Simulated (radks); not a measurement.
Values are calculated unless marked as measured or tabulated.
Ar3+, 15 electrons, occupied as [Ne] 3s2 3p3 (the NIST ground configuration).

Level of theory: non-relativistic Kohn-Sham, r2SCAN, spin-polarised, spherical densities, point nucleus; open shells are filled with parallel spins first; meta-GGA in the generalised Kohn-Sham scheme (a radial shooting solver on a logarithmic mesh with Libxc functionals).

Energy parts (eV):
| part | energy |
|---|---|
| total | -14270.385 |
| kinetic | 14256.761 |
| electron-nucleus | -33275.566 |
| Hartree | 5554.027 |
| exchange-correlation | -805.607 |

Orbitals (lengths in bohr, moments of r in powers of bohr; r(90%) holds 90 % of the orbital's charge):
orbital,occ.,eigenvalue (eV),r(90%),<r>
1s up,1,-3171.904,0.154,0.08622
1s down,1,-3170.819,0.154,0.08619
2s up,1,-348.3603,0.645,0.4141
2s down,1,-347.7881,0.645,0.4140
2p up,3,-281.6669,0.621,0.3758
2p down,3,-280.4663,0.621,0.3759
3s up,1,-68.6691,1.91,1.293
3s down,1,-62.3469,1.95,1.310
3p up,3,-52.3916,2.09,1.386
3p down,0,-46.4258,2.14,1.412
3d up,0,-28.6220,2.55,1.612
3d down,0,-23.3995,2.59,1.639
4s up,0,-20.0152,4.60,3.164

The highest occupied level is 3p up at -52.392 eV. The density falls to 0.001 e/bohr^3 at r = 2.95 bohr. Summed over all electrons, <r^2> = 12.02 bohr^2, which gives a Langevin (diamagnetic) susceptibility term of -9.52 x 10^-6 cm^3/mol. Spin moment in Bohr magnetons: 3. The electron density at the nucleus is 3849 e/bohr^3. The spin density at the nucleus is 0.2421 e/bohr^3 (1s -0.7793, 2s 0.6013, 3s 0.4201), a Fermi contact field of 12.7 T. Virial ratio -V/T = 2.00096.
